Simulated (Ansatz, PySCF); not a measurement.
C2BrCl2F, SMILES Br/C(=C(\F)Cl)Cl.

Geometry: PBE0-D3(BJ)/def2-SVP. The structure was generated by enumeration; whether it is a known compound was not checked.

Vertical ionisation energy (IE) and electron affinity (EA) in eV. Rows of orbital energies are one-electron estimates. Where ΔSCF, EOM or ADC give a negative EA the extra electron is unbound and the value depends on the basis.

| level | IE | EA |
|---|---|---|
| −ε(HOMO), −ε(LUMO), HF/def2-TZVP (PySCF) | 9.89 | -3.17 |
| −ε(HOMO), −ε(LUMO), PBE/def2-TZVP (PySCF) | 6.05 | 1.82 |
| ΔSCF, PBE0/def2-SVPD (Ansatz), final states of multiplicity 2 and 2 | 9.37 | -0.54 |
| ΔSCF, PBE/def2-SVPD (Ansatz), final states of multiplicity 2 and 2 | 9.05 | -0.36 |

Problem. What vertical singlet–triplet gap does ΔSCF give with PBE0/def2-SVPD (Ansatz, a first-principles code) and with PBE/def2-SVPD (Ansatz)? (The exact figures need the calculation; the answer reports its results.)

Solution. 3.69 and 3.74 eV (triplet above singlet where positive).
